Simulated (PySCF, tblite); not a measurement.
Isomers of C3H4F3NSi, one GFN2-xTB conformer each. Single-point energies are computed at PBE0/pcSseg-1 (PySCF, gas phase, no added dispersion term), electronic only.

| SMILES | GFN2-xTB relative energy (kJ/mol) |
| --- | --- |
| N#C[C@H]([SiH3])C(F)(F)F | 426.3 |
| C[C@@H](C#N)[Si](F)(F)F | 0.0 |
| [H]/N=C\C=C/[Si](F)(F)F | 64.7 |
| N#C[SiH2]C(F)(F)CF | 512.7 |
| [H]/N=C\C=C\[Si](F)(F)F | 63.7 |
| C#C[Si@H](N)C(F)(F)F | 511.3 |

Conformers: `[H]/[N:1]=[CH:2]\[CH:3]=[CH:4]/[Si:5]([F:6])([F:7])[F:8]` with N1–C2–C3–C4 -178°; `[N:1]#[C:2][SiH2:3][C:4]([F:5])([F:6])[CH2:7][F:8]` with C2–Si3–C4–F5 70°, Si3–C4–C7–F8 -23°; `[H]/[N:1]=[CH:2]\[CH:3]=[CH:4]\[Si:5]([F:6])([F:7])[F:8]` with N1–C2–C3–C4 180°; `[CH:1]#[C:2][Si@H:3]([NH2:4])[C:5]([F:6])([F:7])[F:8]` with C2–Si3–N4–H 67° and -84°.

Task: What does PBE0/pcSseg-1 give for the same structures?

Result: 
```json
{"SMILES": "C[C@@H](C#N)[Si](F)(F)F", "PBE0/pcSseg-1 E (Eh)": "-760.02278", "PBE0/pcSseg-1 (kJ/mol)": "0.0", "GFN2-xTB (kJ/mol)": "0.0", "point group": "C1"}
{"SMILES": "[H]/N=C\\C=C\\[Si](F)(F)F", "PBE0/pcSseg-1 E (Eh)": "-759.99907", "PBE0/pcSseg-1 (kJ/mol)": "62.3", "GFN2-xTB (kJ/mol)": "63.7", "point group": "Cs"}
{"SMILES": "[H]/N=C\\C=C/[Si](F)(F)F", "PBE0/pcSseg-1 E (Eh)": "-759.99585", "PBE0/pcSseg-1 (kJ/mol)": "70.7", "GFN2-xTB (kJ/mol)": "64.7", "point group": "near Cs"}
{"SMILES": "N#C[C@H]([SiH3])C(F)(F)F", "PBE0/pcSseg-1 E (Eh)": "-759.82834", "PBE0/pcSseg-1 (kJ/mol)": "510.5", "GFN2-xTB (kJ/mol)": "426.3", "point group": "C1"}
{"SMILES": "C#C[Si@H](N)C(F)(F)F", "PBE0/pcSseg-1 E (Eh)": "-759.81446", "PBE0/pcSseg-1 (kJ/mol)": "546.9", "GFN2-xTB (kJ/mol)": "511.3", "point group": "C1"}
{"SMILES": "N#C[SiH2]C(F)(F)CF", "PBE0/pcSseg-1 E (Eh)": "-759.81083", "PBE0/pcSseg-1 (kJ/mol)": "556.5", "GFN2-xTB (kJ/mol)": "512.7", "point group": "C1"}
```

Both levels put the same isomer lowest; measured from each level's own lowest isomer, the values differ by up to 84.2 kJ/mol (N#C[C@H]([SiH3])C(F)(F)F: 426.3 against 510.5). As drawn, the lowest has an Si–F bond, which the highest lacks; the highest has two fluorines on one carbon, which the lowest lacks. Neighbours under 10 kJ/mol apart ([H]/N=C\C=C\[Si](F)(F)F and [H]/N=C\C=C/[Si](F)(F)F; C#C[Si@H](N)C(F)(F)F and N#C[SiH2]C(F)(F)CF) can change places with a better method, another conformer or zero-point energy. [H]/N=C\C=C\[Si](F)(F)F and [H]/N=C\C=C/[Si](F)(F)F are stereoisomers, 8.4 kJ/mol apart in the conformers taken.

Task: Which frontier levels, dipoles and rotational constants go with these structures?

Result: 
| SMILES | HOMO (eV, PBE0/pcSseg-1) | LUMO (eV) | dipole (D) | A, B, C (MHz) |
| --- | --- | --- | --- | --- |
| C[C@@H](C#N)[Si](F)(F)F | -9.68 | -0.07 | 3.76 | 2425, 1302, 1087 |
| [H]/N=C\C=C\[Si](F)(F)F | -8.17 | -2.50 | 0.97 | 3847, 726.2, 713.8 |
| [H]/N=C\C=C/[Si](F)(F)F | -8.19 | -2.54 | 3.85 | 3297, 950.7, 893.0 |
| N#C[C@H]([SiH3])C(F)(F)F | -9.51 | -0.35 | 3.85 | 2000, 1641, 1097 |
| C#C[Si@H](N)C(F)(F)F | -8.09 | -0.66 | 3.44 | 2256, 1349, 1047 |
| N#C[SiH2]C(F)(F)CF | -9.19 | -0.98 | 2.56 | 2265, 1286, 1121 |

Task: What happens when harmonic zero-point energies from GFN2-xTB frequencies are added?

Result: 
```json
{"SMILES": "C[C@@H](C#N)[Si](F)(F)F", "ZPE (kJ/mol)": "189.3", "electronic (kJ/mol)": "0.0", "with ZPE (kJ/mol)": "0.0"}
{"SMILES": "[H]/N=C\\C=C\\[Si](F)(F)F", "ZPE (kJ/mol)": "187.0", "electronic (kJ/mol)": "62.3", "with ZPE (kJ/mol)": "59.9"}
{"SMILES": "[H]/N=C\\C=C/[Si](F)(F)F", "ZPE (kJ/mol)": "187.3", "electronic (kJ/mol)": "70.7", "with ZPE (kJ/mol)": "68.7"}
{"SMILES": "N#C[C@H]([SiH3])C(F)(F)F", "ZPE (kJ/mol)": "165.6", "electronic (kJ/mol)": "510.5", "with ZPE (kJ/mol)": "486.8"}
{"SMILES": "C#C[Si@H](N)C(F)(F)F", "ZPE (kJ/mol)": "171.0", "electronic (kJ/mol)": "546.9", "with ZPE (kJ/mol)": "528.7"}
{"SMILES": "N#C[SiH2]C(F)(F)CF", "ZPE (kJ/mol)": "170.6", "electronic (kJ/mol)": "556.5", "with ZPE (kJ/mol)": "537.7"}
```

The zero-point energies span 23.7 kJ/mol. The order is unchanged.
